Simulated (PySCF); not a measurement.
C2H6BFO, SMILES CB(CO)F. Heavy atoms are numbered as in [CH3:1][B:2]([F:3])[CH2:4][OH:5]. Hydrogens are named by the atom that carries them.

The structure is a stationary point at ωB97X-D3(BJ)/def2-SVP. The structure was generated by enumeration, and PubChem lists no compound with its InChIKey, so it may never have been made. One conformer was computed; it need not be the lowest.

Method: KT2/pcSseg-1 (PySCF).

GIAO shieldings, no solvent; atoms alike by connectivity are averaged. δ = σ(ref) − σ: ¹³C against TMS (σ = 185.1 ppm); ¹¹B against BF3 (σ = 89.8 ppm); ¹⁹F against CFCl3 (σ = 127.1 ppm); ¹⁷O against H2O (σ = 330.4 ppm); ¹H against TMS (σ = 31.47 ppm), references at their B3LYP-D3(BJ)/def2-TZVP geometries, non-relativistic.

Computed chemical shifts:
| nucleus | atoms | count | δ (ppm) |
|---|---|---|---|
| ¹³C | C4 (CH2) | 1 | 62.8 |
| ¹³C | C1 (CH3) | 1 | 6.0 |
| ¹¹B | B2 | 1 | 49.3 |
| ¹⁹F | F3 | 1 | -56.3 |
| ¹⁷O | O5 (OH) | 1 | 8.5 |
| ¹H | H on C4 | 2 | 3.98 |
| ¹H | H on C1 | 3 | 1.11 |
| ¹H | H on O5 | 1 | -0.19 |
